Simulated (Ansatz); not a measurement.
`O[SiH](O)[SiH2]Cl` + `NCBF` → `O[SiH](F)[SiH2]Cl` + `NCBO`  (redistribution)

Gas-phase electronic energies from Ansatz, PBE0-D4/def2-TZVP geometries. CBS: MP2 limit from def2 TZ/QZ plus the TZ coupled-cluster correction, frozen cores. This one scheme is used for every species. Functionals use def2-TZVPP. Each species was taken in one conformer, which may not be the lowest.

| level | ΔE (kJ/mol) |
| --- | --- |
| PBE-D4 | -52.4 |
| PBE0-D4 | -49.7 |
| B2PLYP | -49.1 |
| HF/def2-TZVPP | -36.5 |
| MP2/def2-TZVPP | -50.2 |
| CCSD(T)/def2-TZVPP | -49.9 |
| MP2/def2-QZVPP | -50.7 |
| MP2/CBS(def2) | -50.7 |

Problem. What does CCSD(T)/CBS give? (Estimate.)

Solution. The calculation gave: -50.4 kJ/mol. The listed levels differ from it by -2.0, 0.7, 1.3, 13.9, 0.2, 0.5, -0.3, -0.3 kJ/mol.

Largest T1 diagnostic among the species: 0.012.

In def2-TZVPP, CCSD(T) changes the Hartree–Fock value by −13.4 kJ/mol (the triples alone add −2.1 kJ/mol) and MP2 by −13.7 kJ/mol.

CCSD(T)/CBS has its own doubt, a few kJ/mol and more with outer-core shells, so smaller differences from it don't rank the levels.
